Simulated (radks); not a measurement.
Results of a calculation; reference values are marked as such.
Ionisation of the neodymium ion Nd33+, [Ar] 3d9, to [Ar] 3d8 as the strength of local exchange is varied. Code: a radial shooting solver on a logarithmic mesh with Libxc functionals. Model: Dirac Kohn-Sham, Slater X-alpha exchange (alpha = 2/3 is LDA exchange), no correlation, spin-unpolarised, spherical densities, point nucleus; open shells fill j = l - 1/2 first.

| alpha | E(Nd33+) (hartree) | exchange (hartree) | IE (eV) | -e of the level emptied (eV) | <r> of it (bohr) |
|---|---|---|---|---|---|
| 0.667 | -8978.8726 | -166.3839 | 2226.2 | 2178.1 (3d5/2) | 0.2329 |
| 0.857 | -9026.3637 | -214.6405 | 2259.3 | 2211.2 (3d5/2) | 0.2314 |
| 0.917 | -9041.4006 | -229.9589 | 2269.9 | 2221.7 (3d5/2) | 0.2309 |
| 0.929 | -9044.4102 | -233.0271 | 2272.0 | 2223.8 (3d5/2) | 0.2308 |
| 0.94 | -9047.1697 | -235.8410 | 2273.9 | 2225.7 (3d5/2) | 0.2307 |
| 0.962 | -9052.6907 | -241.4727 | 2277.8 | 2229.6 (3d5/2) | 0.2306 |
| 1.005 | -9063.4891 | -252.4948 | 2285.4 | 2237.2 (3d5/2) | 0.2302 |
| ? | -8973.3859 | -160.8209 | 2222.4 | 2174.3 (3d5/2) | 0.2331 |

Which alpha was used in the last row?

Answer. alpha = 0.645. NIST Atomic Spectra Database: 2224 +/- 5 eV (theoretical). The Delta-SCF value meets it near alpha = 0.65. Spin polarisation and multiplet splitting are left out, so open shells lie too high by an amount that depends on their filling.

Beside tabulated values, note that spin-unpolarised runs miss the spin-polarisation part of the exchange energy of open shells.
